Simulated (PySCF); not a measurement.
## Basis and Hamiltonian dependence of the excitation energy of Ba⁺

Ba⁺ [Xe] 6s1 (2S) → Ba⁺ [Xe] 5d1 (2D). All values are computed (PySCF 2.14, energy differences of UHF-based or UKS calculations, no spin-orbit coupling). Values in eV.

```csv
basis,Hamiltonian,functions,UHF,PBE,PBE0,CCSD(T) (valence and next inner shell)
def2-TZVPP with the def2 core potential (46 electrons),ECP,40,0.819,n/a,n/a,0.868
def2-TZVPPD with the def2 core potential (46 electrons),ECP,40,0.819,0.616,0.572,0.868
aug-cc-pVDZ-X2C,spin-free X2C,54,0.824,0.425,0.423,n/a
def2-QZVPPD with the def2 core potential (46 electrons),ECP,60,0.764,0.585,0.537,0.763
ANO-RCC-VTZP,spin-free X2C,72,0.924,0.604,0.601,0.861
aug-cc-pVTZ-X2C,spin-free X2C,84,0.786,0.479,0.453,n/a
x2c-TZVPPall,spin-free X2C,85,0.757,0.469,0.443,0.803
"x2c-TZVPPall with one added diffuse shell each of s, p, d type",spin-free X2C,94,0.756,0.471,0.444,0.805
aug-cc-pwCVTZ-X2C,spin-free X2C,109,0.741,0.468,0.437,0.816
"aug-cc-pwCVTZ-X2C with one added diffuse shell each of s, p, d, f type",spin-free X2C,125,0.741,0.468,0.437,n/a
```

Frozen in the all-electron rows: valence: [Xe]; valence and next inner shell: [Kr] 4d10; with a core potential, the same shells as far as they lie outside it.

Reference for a calculation without spin-orbit coupling: 0.664 eV (measured, between term centres; NIST).
